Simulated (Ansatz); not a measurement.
A structure relaxed at PBE0-D4/def2-TZVP, charge 0, multiplicity 1:

Cartesian coordinates in Å:
```
C -1.182 0.420 -0.650
C 0.074 0.007 -0.621
C 0.912 -0.327 0.560
I -0.027 -0.115 2.470
H -1.674 0.628 -1.593
H -1.756 0.562 0.259
H 0.609 -0.121 -1.562
H 1.247 -1.364 0.526
H 1.796 0.310 0.610
```

(1) Give its formula and SMILES.

(2) Point group (tolerance 0.08 Å, 0.16 Å for H)?

(3) Summarise the bond lengths by kind.

Answers

(1) C3H5I, `C=CCI`.

(2) Cs.

(3) 2 × C–C 1.322 to 1.487 Å; 5 × C–H 1.083 to 1.090 Å; 1 × C–I 2.139 Å.

Computed with Ansatz.
